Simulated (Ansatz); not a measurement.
System: H₃BO₂, charge 0, singlet. H3BO2 (boronic acid, SMILES OBO).
B3LYP-D3(BJ)/def2-TZVP minimum from Ansatz (a program for electronic structure):
```
B
O 1 1.3567
H 2 0.9653 1 112.89
O 1 1.3670 2 119.37 3 0.00
H 4 0.9609 1 113.80 2 -180.00
H 1 1.1934 2 118.36 3 -180.00
```
Charge 0, spin multiplicity 1.

Total energies in cc-pVDZ, 18 correlated electrons, 3 frozen orbitals. Radicals and triplets start from unrestricted determinants; spin-orbit coupling is neglected. Cores are frozen in correlated methods. No relativity.

| method | program | energy (Eh) | minus CCSDT(Q) (mEh) |
|---|---|---|---|
| HF | Ansatz | -176.27473 | 493.38 |
| MP2 | Ansatz | -176.73642 | 31.68 |
| CCSD | Ansatz | -176.75567 | 12.44 |
| CCSD(T) | Ansatz | -176.76640 | 1.71 |
| CCSDT(Q) | Ansatz | -176.76811 | 0.00 |

Rough core times of Ansatz's runs on a shared machine: CCSD(T) under 20 s, CCSDT(Q) 50 s.
